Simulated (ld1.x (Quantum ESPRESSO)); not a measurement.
## u(r) = r·R(r): atom against pseudo-atom (Cr)

Columns: radius, all-electron u(r) and pseudo u(r) of the 3d shell (level -22.86 eV) of chromium in the configuration [Ne] 3s2 3p6 3d4 4s0 4p0; PBE, scalar-relativistic, TM semilocal scheme, ld1.x (Quantum ESPRESSO) 7.5.

```json
{"r (bohr)": "0.108", "all-electron": "0.0598", "pseudo": "0.0070"}
{"r (bohr)": "0.215", "all-electron": "0.2431", "pseudo": "0.0517"}
{"r (bohr)": "0.322", "all-electron": "0.4545", "pseudo": "0.1573"}
{"r (bohr)": "0.430", "all-electron": "0.6339", "pseudo": "0.3246"}
{"r (bohr)": "0.538", "all-electron": "0.7616", "pseudo": "0.5275"}
{"r (bohr)": "0.645", "all-electron": "0.8384", "pseudo": "0.7237"}
{"r (bohr)": "0.752", "all-electron": "0.8735", "pseudo": "0.8775"}
{"r (bohr)": "0.860", "all-electron": "0.8773", "pseudo": "0.9668"}
{"r (bohr)": "0.968", "all-electron": "0.8593", "pseudo": "0.9879"}
{"r (bohr)": "1.075", "all-electron": "0.8278", "pseudo": "0.9558"}
{"r (bohr)": "1.182", "all-electron": "0.7880", "pseudo": "0.8917"}
{"r (bohr)": "1.290", "all-electron": "0.7432", "pseudo": "0.8142"}
{"r (bohr)": "1.398", "all-electron": "0.6964", "pseudo": "0.7376"}
{"r (bohr)": "1.505", "all-electron": "0.6497", "pseudo": "0.6696"}
{"r (bohr)": "1.612", "all-electron": "0.6037", "pseudo": "0.6112"}
{"r (bohr)": "1.720", "all-electron": "0.5589", "pseudo": "0.5607"}
{"r (bohr)": "1.828", "all-electron": "0.5160", "pseudo": "0.5162"}
{"r (bohr)": "1.935", "all-electron": "0.4756", "pseudo": "0.4756"}
{"r (bohr)": "2.042", "all-electron": "0.4376", "pseudo": "0.4376"}
{"r (bohr)": "2.150", "all-electron": "0.4016", "pseudo": "0.4016"}
{"r (bohr)": "2.258", "all-electron": "0.3679", "pseudo": "0.3679"}
{"r (bohr)": "2.365", "all-electron": "0.3368", "pseudo": "0.3368"}
{"r (bohr)": "2.472", "all-electron": "0.3080", "pseudo": "0.3080"}
{"r (bohr)": "2.580", "all-electron": "0.2809", "pseudo": "0.2809"}
{"r (bohr)": "2.688", "all-electron": "0.2560", "pseudo": "0.2560"}
{"r (bohr)": "2.795", "all-electron": "0.2331", "pseudo": "0.2331"}
```

(1) How many radial nodes do the two functions have?

(2) At about which radius was the pseudo-wave matched?

(3) Is the pseudo-wave norm-conserving?

Results:

(1) The all-electron 3d function has n − l − 1 = 0; the pseudo-wave has 0.

(2) 2.00 bohr. The columns agree to 0.0005 from 1.83 bohr on; several derivatives are matched, so the curves merge somewhat inside the radius.

(3) Yes: the TM semilocal scheme keeps the norm inside the radius equal to the all-electron one, which fixes the energy derivative of the logarithmic derivative at the level.
